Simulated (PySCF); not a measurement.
## Cl⁻ (chlorine, charge -1): LDA calculation

Configuration: [Ar], closed-shell 1S. All numbers are calculated (PySCF 2.14, the spin-free X2C one-electron Hamiltonian (Gaussian nucleus), in x2c-QZVPPall with one added diffuse shell each of s, p, d, f type (10s7p5d3f1g, 86 functions)).

```
Total energy                        : -460.2195 hartree
One-electron energy                 : -642.7861 hartree
Hartree (Coulomb) energy            : 209.5910 hartree
Exchange-correlation energy         : -27.0244 hartree
⟨S²⟩                                : 0.0000
⟨L²⟩                                : 0.000
Sum of ⟨r⟩                          : 19.06 bohr
Sum of ⟨r²⟩                         : 40.18 bohr²
Langevin diamagnetic susceptibility : -31.8 ×10⁻⁶ cm³/mol
```

| shell | electrons | mean orbital energy (eV) | rms radius, mean of both spins (bohr) |
| --- | --- | --- | --- |
| 1s | 2 | -2730.6 | 0.106 |
| 2s | 2 | -241.72 | 0.486 |
| 2p | 6 | -181.66 | 0.455 |
| 3s | 2 | -11.369 | 1.71 |
| 3p | 6 | 0.117 | 2.33 |

At LDA the highest occupied level has a positive energy, so only the finite basis holds that electron; in a semilocal or global hybrid functional this comes from self-interaction and does not mean that the real anion is unbound.

Densities and radii are taken from the X2C orbitals without a picture-change correction, which distorts them close to the nucleus.
